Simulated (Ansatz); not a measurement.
```yaml
crystal:
  periodic: [false, false, false]
  atoms:
    - {symbol: N, position_ang: [-0.715896, 1.156715, 0.497790]}
    - {symbol: W, position_ang: [0.488026, -0.170892, -0.216573]}
    - {symbol: O, position_ang: [1.666667, -0.460045, 0.972042]}
    - {symbol: O, position_ang: [-0.435999, -1.768798, -0.600313]}
    - {symbol: S, position_ang: [1.350063, 0.599280, -2.018975]}
    - {symbol: H, position_ang: [-1.189502, 1.850935, -0.060170]}
    - {symbol: H, position_ang: [-0.792254, 1.351385, 1.484946]}
    - {symbol: H, position_ang: [-0.371104, -2.558569, -0.058738]}
basis:
  gaussian: {orbitals: def2-TZVPD, fitting: {mean_field: cc-pVTZ-jkfit}}
magnetization: {spin_polarized: true, initial_magnetization: 0}
hamiltonian: {xc: {name: BHLYP}, dispersion: d4, pseudopotentials: {relativity: none}}
scf: {lower_state_search: light}
output: {forces: true}
```

```sh
$ ansatz run in.yaml --threads 4 --pin off --events-out ev --progress --plain --max-ram 10444MiB
```

(1) How does Ansatz answer? (Best estimate.)

Answers

(1) The calculation gave: The program refused the input.
```
Functional definition: BHLYP
Error: <dir> the basis set cc-pVTZ-JKFIT has no functions for W
```
